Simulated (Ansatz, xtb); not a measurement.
**Isomers of C4H6Ge in order of energy**

3 gas-phase structures of C4H6Ge, from a drawn sample of its isomers (lower ones may exist). Each was relaxed with GFN2-xTB:

A. `C#C/C=[CH]\[GeH3]`, a singlet
B. `C#C/C=[CH]/[GeH3]`, a singlet
C. `C#C[C](=C)[GeH3]`, a singlet

Question: Estimate their order in r2SCAN-D4/def2-SVP energy at these geometries, lowest first.

Answer: Calculated order at r2SCAN-D4/def2-SVP: C (0.000), B (0.014), A (0.021) eV. Less than 1 kcal/mol parts C and B; B and A, so the order within those pairs means little.

Energies above the lowest of each column, in eV; the last columns are at B3LYP/def2-SVP geometries:

| structure | GFN2-xTB | HF/STO-3G | r2SCAN-D4/def2-SVP | B3LYP/def2-SVP | CCSD(T)/def2-SVP + ΔMP2/def2-TZVPP |
| --- | --- | --- | --- | --- | --- |
| C | 0.050 | 0.041 | 0.000 | 0.009 | 0.000 |
| B | 0.000 | 0.000 | 0.014 | 0.000 | 0.036 |
| A | 0.034 | 0.027 | 0.021 | 0.030 | 0.040 |

CCSD(T)/def2-SVP + ΔMP2/def2-TZVPP has A and B and C within 1 kcal/mol of each other at the bottom, and every level picks one of them. ΔMP2 is the change of the MP2 energy from the smaller to the larger basis.

Programs: Ansatz 0.2.0, xtb 6.7.1.
